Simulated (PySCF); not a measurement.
A GIAO shielding run with PySCF 2.14.0 with density-fitted response routines (density fitting, non-relativistic, gas phase) on `InChI=1S/C6H12O2SSi/c1-4-6(5(2)10-6)9(3,7)8/h4-5H,1,10H2,2-3H3/t5-,6+/m0/s1`:

```
$ OMP_NUM_THREADS=1 python probes_run.py task.json out

{"job": {"kind": "nmr", "xc": "PBE0", "basis": "pcSseg-1"}, "charge": 0, "multiplicity": 1}
C     -1.213430    -0.697910     2.081586
C     -0.228256    -0.880903     1.211210
C      0.344387     0.137055     0.344186
S     -0.670531     1.563040     0.002564
C     -2.129075     0.930509    -0.890334
O      0.076963     2.395697    -0.911844
O     -1.124457     2.198404     1.210825
Si     2.168540     0.731825     0.332787
C      1.138694    -0.222026    -0.924966
C      1.344292    -1.682042    -1.265684
H     -1.679911     0.261261     2.217094
H     -1.565029    -1.506034     2.700054
H      0.230833    -1.858963     1.130307
H     -2.613822     0.197667    -0.259019
H     -1.788538     0.490512    -1.818044
H     -2.785608     1.769200    -1.082027
H      2.986746    -0.131481     1.174722
H      2.513315     2.125054     0.203162
H      0.790882     0.349644    -1.779125
H      1.969587    -1.768813    -2.151304
H      0.389606    -2.166829    -1.472810
H      1.834401    -2.215481    -0.454974
```

Hardware: 1 thread of an Arm Neoverse N1, shared host. The job also computes population analyses, field gradients, ring-centre shieldings.

Q: How large is the calculation?

A: 94 electrons, 244 basis functions and 1310 auxiliary functions.

Q: How long does it take, and how much memory does it need?

A: 110 s of wall time, with 15 SCF cycles and 5 response iterations; peak memory 1.1 GiB. Times on a shared host scatter by some tens of per cent.
